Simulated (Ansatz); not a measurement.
The cation of `F[CH2][AlH][F]` at the neutral geometry.

```yaml
crystal:
  periodic: [false, false, false]
  atoms:
    - {symbol: F, position_ang: [-1.721665, 0.760984, 0.034035]}
    - {symbol: C, position_ang: [-0.340088, 0.803436, -0.134198]}
    - {symbol: Al, position_ang: [0.519530, -0.954016, 0.129801]}
    - {symbol: F, position_ang: [-0.406123, -2.263023, 0.504921]}
    - {symbol: H, position_ang: [-0.132537, 1.197473, -1.138600]}
    - {symbol: H, position_ang: [0.064008, 1.549197, 0.564190]}
    - {symbol: H, position_ang: [2.077975, -1.162050, -0.005950]}
basis:
  gaussian: {orbitals: def2-TZVPP}
total_charge: 1
magnetization: {spin_polarized: true, initial_magnetization: 1}
hamiltonian: {xc: {name: B2PLYP}}
```

```sh
$ ansatz run in.yaml --threads 2 --pin off --events-out ev --progress --plain --max-ram 4352MiB
```

Output, abridged:

```
Functional definition: B2PLYP
1088 factors; integrals over basis functions are off by at most 1.6e-3 eV
mean field evaluation 1: about -13084.7013 eV, gradient 5.9e1 eV
mean field evaluation 2: about -13084.7851 eV, gradient 5.8e1 eV
mean field evaluation 4: about -13096.3741 eV, gradient 1.2e1 eV
mean field evaluation 8: about -13097.0122 eV, gradient 1.0e0 eV
mean field evaluation 16: about -13097.0664 eV, gradient 1.8e-2 eV
mean field -13097.06638581 eV, -481.3083121681 hartree, gradient 4.5e-6 eV, S^2 0.771819; 1 other end points of the search recorded, 0 dependent functions left out
8 core orbitals not correlated: weight in the atoms' cores, before any rotation towards them, 1.000 or more for the frozen orbitals, at most 0.000 for the correlated occupied ones
reference -13097.06652993 eV, -481.3083174644 hartree; 12, 11 occupied and 157, 158 virtual orbitals, 1088 factors
second order -24.01459864 eV of doubles, -0.00000000 eV of singles
Total energy: -13103.55047156 eV, -481.5465979244 hartree
```

It took 12 s on 2 threads of an Arm Neoverse V1 on a shared host, with 0.51 GiB of host memory at the peak.
